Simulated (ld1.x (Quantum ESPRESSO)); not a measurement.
# O (Z = 8): variants of one ultrasoft potential

Base potential:

O (Z = 8), ultrasoft, made with ld1.x (Quantum ESPRESSO) 7.5 (PBE, scalar-relativistic). Core [He], reference 2s1.75 2p4.25. Waves: 2s (bound): rcut 0.80, rcutus 1.00 bohr; 2s channel at -1.25 Ry: rcut 0.80, rcutus 1.00 bohr; 2p (bound): rcut 1.65, rcutus 2.00 bohr; 2p channel at 0.55 Ry: rcut 1.65, rcutus 2.00 bohr. Local part: all-electron potential smoothed inside 0.80 bohr (lloc = -1). Core correction: a·sin(br)/r model core inside 0.95 bohr. Augmentation charge: PSQ, inside the norm-conserving radii.

All-electron outer shells of the reference configuration (PBE, scalar-relativistic, ld1.x):

| shell | level (eV) | outermost node (bohr) | outermost maximum (bohr) |
| --- | --- | --- | --- |
| 1s | -514.88 | – | 0.13 |
| 2s | -24.08 | 0.28 | 0.87 |
| 2p | -9.14 | – | 0.82 |

Cutoffs, loose and tight: the cutoffs (Ry, on a coarse ladder) from which the occupation-weighted sum of valence levels, in a spherical-Bessel basis at the reference potential, stays within 10 and 1 mRy of its value at 400 Ry. They do not see the model core or the augmentation charge, which bear on the density cutoff. Test errors are all-electron minus pseudo excitation energies from the reference, over the configurations 2s2 2p4; 2s2 2p3; 2s2 2p2; 2s1 2p4; 2s2 2p0; 2s2 2p3.5; 2s2 2p4.3. A dash means not determined; rows that change the core or the reference have their own tests. The largest error is taken over the tests solved by every variant that gives reliable tests at all: 2s1 2p4; 2s2 2p2; 2s2 2p3; 2s2 2p4.

Cutoffs are not given where the Bessel-basis levels miss the radial ones by over 6 mRy, ghosts where they miss by over 20 mRy; a channel whose overlap is not positive is not tested.

A file whose overlap is not positive is unfit for use, and its test errors describe a broken file.

| change | outcome | bound ghosts | largest test error (meV) |
| --- | --- | --- | --- |
| base | generated, overlap not positive | not determined (overlap not positive) | +117 |
| waves 2s (bound): rcut 0.74, rcutus 0.78 bohr; 2s channel at -1.25 Ry: rcut 0.74, rcutus 0.78 bohr | generated, overlap not positive | not determined (overlap not positive) | +121 |
| waves 2s (bound): rcut 0.80, rcutus 0.90 bohr; 2s channel at -1.25 Ry: rcut 0.80, rcutus 0.90 bohr | generated, overlap not positive | not determined (overlap not positive) | +118 |
| waves 2s (bound): rcut 0.80, rcutus 1.14 bohr; 2s channel at -1.25 Ry: rcut 0.80, rcutus 1.14 bohr | generated, overlap not positive | not determined (overlap not positive) | +116 |
| waves 2s (bound): rcut 0.80, rcutus 1.24 bohr; 2s channel at -1.25 Ry: rcut 0.80, rcutus 1.24 bohr | generated, overlap not positive | not determined (overlap not positive) | +117 |
| waves 2s (bound): rcut 0.80, rcutus 1.34 bohr; 2s channel at -1.25 Ry: rcut 0.80, rcutus 1.34 bohr | generated, overlap not positive | not determined (overlap not positive) | +118 |
| waves 2s (bound): rcut 0.80, rcutus 1.52 bohr; 2s channel at -1.25 Ry: rcut 0.80, rcutus 1.52 bohr | generated, overlap not positive | not determined (overlap not positive) | +123 |

Task: What comes out with this change to the base: waves 2s (bound): rcut 0.60, rcutus 0.64 bohr; 2s channel at -1.25 Ry: rcut 0.60, rcutus 0.64 bohr?

Result: outcome: generated, overlap not positive; bound ghosts: not determined (overlap not positive); largest test error (meV): +151. A file whose overlap is not positive is unfit for use, and its test errors describe a broken file.
